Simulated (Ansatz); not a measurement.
Species: silyloxyboronic acid, H₅BSiO₃, charge 0, multiplicity 1. SMILES: OB(O)O[SiH3]
Geometry: optimised at B3LYP-D3(BJ)/def2-TZVP (Ansatz, a quantum-chemistry and plane-wave program).

Wanted: enthalpy of formation at 298 K, in kcal/mol. Conventions: UHF or UKS for open shells; frozen cores in correlated levels; dispersion terms only where a functional's name holds one; LANL2DZ with its own core potentials from Na on; 6-31G* and kin with 6d, 5d where marked; non-relativistic; no spin-orbit coupling; 6-311+G** with 5d, 6d on Na to Ar in Ansatz. CBS(X,Y): correlation extrapolated as X^-3; Hartree-Fock from the larger set. Ab initio and DFT rows: single points at B3LYP-D3(BJ) geometries (Ansatz), with unscaled harmonic terms from B3LYP/6-31G* (Ansatz) at its own minima, enthalpies of formation by atomisation with measured atoms.

Coupled cluster (Ansatz) is a level with limits of its own, used here on species with T1 under 0.025 (0.045 for open shells) and stable references: CCSD(T)/CBS(aug-cc-pV(T+d)Z,aug-cc-pV(Q+d)Z).

Value to compare with, CCSD(T)/CBS(aug-cc-pV(T+d)Z,aug-cc-pV(Q+d)Z) (Ansatz): -249.3 kcal/mol.

| level | program | enthalpy of formation at 298 K (kcal/mol) | difference |
|---|---|---|---|
| PBE/STO-3G | Ansatz | -380.0 | -130.7 |
| PBE/3-21G | Ansatz | -207.5 | 41.8 |
| PBE/LANL2DZ | Ansatz | -182.6 | 66.7 |
| PBE/6-31G* | Ansatz | -239.4 | 9.9 |
| PBE/def2-SVP | Ansatz | -253.8 | -4.5 |
| PBE/6-311+G** | Ansatz | -237.3 | 12.0 |
| PBE/def2-TZVPD | Ansatz | -249.4 | -0.1 |

Among the 6 habitual levels, PBE/STO-3G lies farthest from CCSD(T)/CBS(aug-cc-pV(T+d)Z,aug-cc-pV(Q+d)Z) (Ansatz) (-130.7 kcal/mol) and PBE/def2-SVP nearest (-4.5); 4 of 6 lie above it, and their mean absolute difference is 44.3 kcal/mol, the median 26.9. One case shows no general order.

The sets are all those run for this method; left out are runs that failed, that the program found above a lower state of the same kind, or whose <S^2> lies over 0.5 above the pure value.
